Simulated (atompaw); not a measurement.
## Gd: one change to a PAW (atompaw) potential, before and after

```json
{
  "Element": "Gd (Z = 64)",
  "Generator": "atompaw 4.2.0.5",
  "Type": "PAW",
  "Functional": "PBE",
  "Relativity": "scalar-relativistic",
  "Frozen core": "[Xe]",
  "Valence charge": "10",
  "Reference configuration": "4f7 5d1 6s1 6p0 (charge +1)",
  "Partial waves": "6s (bound): rc 3.00 bohr; 6s channel at 0.95 Ry: rc 3.00 bohr; 6p (bound, empty): rc 3.00 bohr; 6p channel at 0.2 Ry: rc 3.00 bohr; 5d (bound): rc 2.45 bohr; 5d channel at -0.15 Ry: rc 3.00 bohr; 4f (bound): rc 1.05 bohr; 4f channel at -0.5 Ry: rc 1.05 bohr",
  "Local potential": "ultrasoft scheme with l = 4 at 0 Ry, radius 2.70 bohr",
  "Core correction": "smooth core density matched at 1.65 bohr",
  "Augmentation charge": "sinc compensation charge, radius 2.65 bohr; PAW radius 3.00 bohr; waves and projectors: custom rrkj vanderbiltortho"
}
```

Change: all radii scaled by about 1.16 (s 3.46, p 3.46, d 2.84, f 1.22 bohr); local potential ultrasoft scheme with l = 4 at 0 Ry, radius 3.12 bohr; augmentation sinc compensation charge, radius 3.06 bohr; PAW radius 3.46 bohr; waves and projectors: custom rrkj vanderbiltortho; core correction smooth core density matched at 1.90 bohr.

Cutoffs: the cutoffs (Ry, on a coarse ladder) from which the occupation-weighted sum of valence levels, in a spherical-Bessel basis at the reference potential, stays within 10 and 1 mRy of its value at 400 Ry; they do not see the model core or the augmentation charge, which bear on the density cutoff.

Q: What does the change do?

A: The potential gets softer (180 Ry and 300 Ry → 120 Ry and 200 Ry); the bound ghost in p, s disappears. A larger radius leaves more room for a smooth pseudo-wave, so fewer plane waves are needed.

| quantity | base | changed |
| --- | --- | --- |
| cutoff, loose | 180 Ry | 120 Ry |
| cutoff, tight | 300 Ry | 200 Ry |
| loose cutoff by channel (10 mRy a level) | s 6 Ry, d 12 Ry, f 120 Ry | s 6 Ry, d 10 Ry, f 90 Ry |
| bound ghosts | p, s | none |
| lowest overlap eigenvalue by channel | s 0.64, p 0.73, d 0.38, f 0.99 | s 0.64, p 0.60, d 1.00, f 1.00 |

 A true bound ghost makes a file unfit for plane-wave use even where its test errors are small: the radial tests pick states by their node count and pass the ghost by. The cutoffs see the waves, projectors and local potential, not the compensation charge or the core.
